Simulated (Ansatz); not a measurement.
## Relaxing a trial structure of MgOSiZn

The starting geometry of this gas-phase triplet was optimised with GFN2-xTB; its bonds are those of `[O]1[Mg][Zn][Si]1`.

```csv
atom,x (Å),y (Å),z (Å)
Mg,-0.4531,-1.2577,-2.4565
O,-1.3733,-0.8167,-0.9780
Si,-2.1926,-1.6549,0.1174
Zn,-1.4383,-3.5880,-1.3727
```

Where would you expect an optimisation with PBE0-D3(BJ)/def2-SVP to take it?

A bond breaks, giving a structure given below by its coordinates. Contacts that open: Si3–Zn4 (2.55 → 3.15 Å).

The energy falls by 0.28 eV over 10 steps:

| step | E − E(last) (eV) |
| --- | --- |
| 1 | 0.284 |
| 2 | 0.102 |
| 3 | 0.015 |
| 4 | 0.014 |
| 5 | 0.004 |
| 6 | 0.002 |
| 7 | 0.001 |
| 8 | 0.000 |
| 9 | 0.000 |
| 10 | 0.000 |

Final geometry (Å):

```xyz
4

Mg   -0.4021   -1.2025   -2.5238
O    -1.3991   -0.8914   -0.9528
Si   -2.2847   -1.4065    0.3019
Zn   -1.3715   -3.8170   -1.5152
```

The end wasn't checked by frequencies. Open shells are spin-unrestricted. The triplet needn't be the ground state. Run with Ansatz 0.2.0, 2.3 min on 1 thread of Arm Neoverse V1 (shared host).
